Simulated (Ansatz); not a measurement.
Stepwise reaction of `[NH2][Hf]([OH])([OH])[F]` with ammonia, as a gas-phase model of exchange steps in deposition or etching. ΔE in kJ/mol.

Computed with Ansatz on PBE0-D4/def2-TZVP structures; ΔE is electronic, products minus reactants. CCSD(T)/CBS is the MP2 limit (def2-TZVPP, def2-QZVPP) plus CCSD(T) − MP2 in def2-TZVPP, frozen cores. This one scheme is used for every species. Functionals use def2-TZVPP. B3LYP here is the variant with VWN-RPA as its local correlation; programs differ in this. def2 core potentials past Kr. For Hf outer-core shells are correlated without core-valence functions, which leaves a few kJ/mol of doubt a bond. One conformer a species, not always the lowest.

```
step                                                                reaction  PBE-D4  B3LYP-D4  ωB97M-V  CCSD(T)/CBS
   1    `[NH2][Hf]([OH])([OH])[F]` + NH₃ → `[NH2][Hf]([NH2])([OH])[F]` + H₂O    65.3      70.0     70.9         67.1
   2  `[NH2][Hf]([NH2])([OH])[F]` + NH₃ → `[NH2][Hf]([NH2])([NH2])[F]` + H₂O    66.4      69.8     69.9         65.1
```

Task: By hand: ΔE of the 2 steps together at CCSD(T)/CBS.

Result: (67.1) + (65.1) = 132.2 kJ/mol, or 66.1 kJ/mol a step.

In ΔE the steps differ by no more than 2.0 kJ/mol. All are uphill at CCSD(T)/CBS. PBE-D4 differs from CCSD(T)/CBS by -1.8 to 1.3 kJ/mol a step. Isolated molecules leave out the surface, adducts and barriers. Largest T1 diagnostic: 0.015.
